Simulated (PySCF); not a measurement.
A structure optimised at B3LYP-D3(BJ)/def2-TZVP, used in a PySCF frequency run:

```xyz
3

Hf     0.0000     0.0000    -0.1917
O      0.0000    -1.4459     0.8628
O      0.0000     1.4459     0.8628
```
Charge 0, spin multiplicity 1.

Write its SMILES, formula and point group.

[O]=[Hf]=[O], HfO₂, C2v

What are its rotational constants (standard atomic weights)?

16.748, 7.5549, 5.2063 GHz
